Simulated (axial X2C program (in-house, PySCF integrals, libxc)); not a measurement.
**Which molecule has these constants?**

All values come from calculations with an in-house all-electron X2C program for linear molecules (integrals from PySCF), spin-free (one-electron X2C) or two-component (2c: spin–orbit coupling with atomic mean-field Coulomb and Gaunt terms, which also bring small scalar terms), in Dyall basis sets with cores contracted in-house; open shells are unrestricted.

A two-component PBE0 calculation in a Dyall 3-zeta basis gave Re = 2.184 Å, ωe = 376.0 cm⁻¹, dipole magnitude 1.68 D, Ω = 3.

**Question.** Which molecule is it?
A. AlNi
B. MgNi
C. NaNi
D. NiSi
E. NiP

**Answer.** D. The others have NaNi 2.634 Å and 204.1 cm⁻¹ (Ω = 1/2); MgNi 2.466 Å and 249.1 cm⁻¹ (Ω = 3); NiP 2.093 Å and 409.5 cm⁻¹ (Ω = 7/2); AlNi 2.348 Å and 301.4 cm⁻¹ (Ω = 5/2).

Each entry is the lowest single determinant of a limited PBE0 search at one distance. De goes to single-determinant-based atoms at the same level (for ions the charge split of lowest energy) and is withheld (n/a) where an atom does not fit its ground term or J level. Main or longest-lived isotopes. One determinant is a doubtful description, or other states lie close, for NiSi, NaNi, MgNi, NiP, AlNi; these need not be ground states, and all values refer to the states named. With several unpaired electrons the Ω given is that of one determinant, not necessarily of the lowest component. The functionals have no current term, which raises determinants with orbital currents.
